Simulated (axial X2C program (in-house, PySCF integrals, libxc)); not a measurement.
# Bond lengths and stretching modes, held linear, of HRuH⁺

Calculated with an in-house all-electron X2C program for linear molecules (integrals from PySCF): two-component X2C with atomic mean-field Coulomb and Gaunt terms, Gaussian nuclei, basis H dyall-v3z, Ru dyall-v3z with contracted cores. Spin-free rows use the one-electron spin-free X2C Hamiltonian.

Masses H 1.008, Ru 101.904, H 1.008 u. States: 2c Ω = 7/2 (beyond evenly filled blocks: 2 × ω = 1/2, ω = 5/2); spin-free M_S = 5/2, Λ = 1 (beyond evenly filled blocks: 2 × σα, π+α, π+β, π-α, δ+α, δ-α).

B3LYP, 2c: energies above the lowest point

```
r(H–Ru) (Å)  r(Ru–H) (Å)  E (meV)
     1.7024       1.7024    32.92
     1.7024       1.7460    14.11
     1.7024       1.7896     7.65
     1.7460       1.7024    14.11
     1.7460       1.7460     0.91
     1.7460       1.7896     0.00
     1.7460       1.8333     8.46
     1.7896       1.7024     7.65
     1.7896       1.7460     0.00
     1.7896       1.7896     4.60
     1.8333       1.7460     8.46
     1.8333       1.8333    37.85
```

**Question.** Fit a quadratic surface with cubic terms in each bond: where is the minimum, and what are the two stretching wavenumbers?

**Answer.** At B3LYP, 2c: bonds 1.763 and 1.763 Å; harmonic stretches 903.0 and 1536.4 cm⁻¹; force constants 0.938, 0.938 and coupling 0.46 mdyn/Å.

The other levels and Hamiltonians give:

```csv
Hamiltonian,level,r(H–Ru) (Å),r(Ru–H) (Å),lower stretch (cm⁻¹),upper stretch (cm⁻¹)
2c,PBE0,1.750,1.750,773.0,1564.6
spin-free,PBE0,1.749,1.749,776.3,1566.5
spin-free,B3LYP,1.762,1.762,905.5,1538.3
```

Each state is one determinant, the lowest of a limited PBE0 search; the stretches come from a fit to these few points and carry an uncertainty of a few per cent. Other orders of the atoms were not compared. Left out for rough or failed fits: HF 2c, MP2 2c, HF spin-free, MP2 spin-free. The molecule was held linear; bending was not examined, so a bent shape may lie lower. Note: functional without a current term on a determinant with orbital currents, of the molecule or an atom. Note: several unpaired electrons, one determinant need not be a pure state.
